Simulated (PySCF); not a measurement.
```xyz
5

Ti    -0.0296    -0.0353    -0.0510
Cl    -1.7260     0.3400    -1.3663
Cl     0.2245     1.6395     1.3199
Cl     1.7771    -0.2882    -1.2424
F     -0.3213    -1.4805     0.8578
```

Charge 0, multiplicity 1.

Task: Give the Mulliken and meta-Löwdin atomic charges from TPSSh-D3(BJ)/def2-TZVP // TPSS-D3(BJ)/def2-SVP (PySCF 2.14.0).

Result: 
| atom | Mulliken (e) | meta-Löwdin (e) |
|---|---|---|
| Ti1 | 1.26 | 1.26 |
| Cl2 | -0.29 | -0.30 |
| Cl3 | -0.29 | -0.30 |
| Cl4 | -0.29 | -0.30 |
| F5 | -0.38 | -0.37 |
